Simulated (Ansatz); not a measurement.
(LiF)4 ring (Li₄F₄). Charge 0, multiplicity 1. Geometry PBE-D4/def2-SVP, basis def2-TZVP, Ansatz.

```xyz
8

Li   -0.8115    0.2519    1.9754
F     0.3145   -1.0036    1.9904
Li    1.2342   -1.6044    0.7106
F     1.5182   -1.3766   -0.9362
Li    0.8126   -0.2508   -1.9750
F    -0.3145    1.0036   -1.9904
Li   -1.2353    1.6033   -0.7110
F    -1.5182    1.3766    0.9362
```

```csv
run,HOMO (eV),LUMO (eV)
A,-7.85,-0.23
B,-12.02,0.40
C,-11.07,0.18
D,-9.42,-0.26
E,-7.73,-0.87
F,-12.02,1.01
```

Question: The runs used CAM-B3LYP, LDA (SPW92), PBE0, r2SCAN, ωB97M-V, ωB97X-V. Estimate which is which.

Answer: A r2SCAN (0 % exact exchange); B ωB97M-V (range-separated); C CAM-B3LYP (range-separated); D PBE0 (25 % exact exchange); E LDA (SPW92) (0 % exact exchange); F ωB97X-V (range-separated). Exact exchange lowers occupied and raises empty levels; among semilocal functionals meta-GGAs tend to open the gap a little, and such runs are hard to tell apart. The gap grows from 6.86 eV (LDA (SPW92)) to 13.03 eV (ωB97X-V).
